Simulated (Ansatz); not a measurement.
Process, species as SMILES: N#C[O] → C atom + N atom + O atom
B3LYP-D3(BJ)/def2-TZVP geometries, fixed; electronic energies without zero-point terms.

Basis-set convergence of the atomisation energy at B3LYP with Ansatz (a quantum-chemistry and plane-wave program). Cartesian d functions, on some or all atoms, in 6-31+G*; all else is spherical. The program fits the integrals of some runs and decomposes those of others, by size. Open shells are unrestricted. No added dispersion term, no relativity. Functions are those of the species that has most. Reference: the value in aug-pcseg-3, 323.76 kcal/mol, itself unsure by roughly 0.18 kcal/mol (its mean distance from aug-cc-pVQZ, cc-pV5Z, def2-QZVPPD).

| basis | functions | atomisation energy (kcal/mol) |
|---|---|---|
| cc-pVDZ | 42 | 317.32 |
| def2-SVP | 42 | 326.99 |
| pcseg-1 | 42 | 317.01 |
| 6-311G** | 54 | … |
| 6-31+G* | 57 | 315.08 |
| def2-SVPD | 63 | 327.59 |
| 6-311+G** | 66 | 318.09 |
| aug-cc-pVDZ | 69 | 315.58 |
| aug-pcseg-1 | 69 | 319.59 |
| 6-311++G(2d,2p) | 81 | … |
| 6-311++G(3df,3pd) | 117 | 324.71 |
| jun-cc-pV(T+d)Z | 117 | … |
| aug-cc-pVTZ | 138 | … |
| aug-pcseg-2 | 138 | 323.51 |
| def2-QZVPP | 171 | 323.35 |
| pcseg-3 | 180 | 323.73 |
| def2-QZVPPD | 192 | 323.30 |
| cc-pV5Z | 273 | 323.79 |

### Question
Some entries are withheld; supply them.

### Answer

- 6-311G**, atomisation energy (kcal/mol): 320.08
- 6-311++G(2d,2p), atomisation energy (kcal/mol): 320.01
- jun-cc-pV(T+d)Z, atomisation energy (kcal/mol): 322.17
- aug-cc-pVTZ, atomisation energy (kcal/mol): 322.29
